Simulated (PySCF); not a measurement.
Work out the structure from these simulated measurements.

Formula: CHF3O3S.

| Item | Value |
| --- | --- |
| Polarisability | 47.0 au [CAM-B3LYP/def2-SVPD] |
| Triplet | lowest triplet excitation (Tamm–Dancoff): 8.02 eV [TDA CAM-B3LYP/def2-SVPD] |
| UV, first state | lowest singlet excitation: 8.46 eV (147 nm, f = 0.007) [TDDFT CAM-B3LYP/def2-SVPD] |
| Valence photoelectron | vertical ionisation energy: 12.69 eV [ΔSCF CAM-B3LYP/def2-SVPD] |
| 13C NMR | chemical shifts (computed TMS as zero) by class: 129.3 (1 C) ppm [GIAO KT2/pcSseg-2] |
| Rotational structure | rotational constants A, B, C: 2.626, 1.573, 1.563 GHz [PBE0-D3(BJ)/def2-SVP] |
| NMR, other nuclei | isotropic shieldings of nuclei other than C and H, by class: 94 (2 O), 120 (1 O), 244 (3 F), 200 (1 S) ppm [GIAO KT2/pcSseg-2] |
| Dipole | 2.78 D [CAM-B3LYP/def2-SVPD] |

Electronic properties: PySCF, gas phase, density fitting. Levels stand in brackets. Geometry: PBE0-D3(BJ)/def2-SVP, one conformer, isolated molecule. Each NMR value is the plain mean over a class of atoms that symmetry, rotation or inversion makes alike.

Task: Give a SMILES that accounts for the data.

Result: Numbering: `[O:1]=[S:2](=[O:3])([OH:4])[C:5]([F:6])([F:7])[F:8]`. The one carbon: CF3 carbon [C5] (129.3 ppm). The other shieldings belong to: 94 ppm, sulfonyl oxygen [O1/O3]; 120 ppm, hydroxyl oxygen [O4]; 244 ppm, fluorine of a CF3 group [F6/F7/F8]; 200 ppm, sulfonyl sulfur [S2]. The first electron is taken from the HOMO, whose largest Löwdin shares are 0.36 on a sulfonyl oxygen, 0.32 on a sulfonyl oxygen, 0.09 on the hydroxyl oxygen and 0.08 on the sulfonyl sulfur. By its constants the optimised geometry is a nearly prolate symmetric top. Structure: CF3SO3H, `O=S(=O)(O)C(F)(F)F`. The assignments are read from this structure; whether some other isomer fits the data as well wasn't checked.

Conformer computed: `[O:1]=[S:2](=[O:3])([OH:4])[C:5]([F:6])([F:7])[F:8]`: O1–S2–C5–F6 -57°, H–O4–S2–O1 19°.
